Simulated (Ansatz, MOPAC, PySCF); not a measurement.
System: BiCl₂, net charge 1, singlet state. SMILES of the parent species: [Cl][Bi][Cl]
Coordinates optimised at B3LYP-D3(BJ)/def2-TZVP (Ansatz, an electronic-structure program):
```xyz
3

Bi     0.0250     0.0090     0.4433
Cl     0.9344    -1.5294    -1.1076
Cl    -1.0563     1.4854    -1.0567
```
Charge +1, spin multiplicity 1.

Unscaled harmonic wavenumbers (cm⁻¹) in rising order, each level at the stationary point that it reaches from this structure (no distance between atoms moves by over 0.3 Å); the order of modes can differ between levels, and a negative number is imaginary. B3LYP-D3(BJ)/def2-TZVP (PySCF, at the structure above): 120, 373, 387.

PM3 (MOPAC): 91, 295, 298. Zero-point energy 1.0 against 1.3 kcal/mol.

PM6 (MOPAC): 104, 306, 323. Zero-point energy 1.0 against 1.3 kcal/mol.

PM7 (MOPAC): 115, 316, 339. Zero-point energy 1.1 against 1.3 kcal/mol.

B3LYP/6-31G* with LANL2DZ past Ar (Ansatz): 120, 353, 366. Zero-point energy 1.2 against 1.3 kcal/mol.
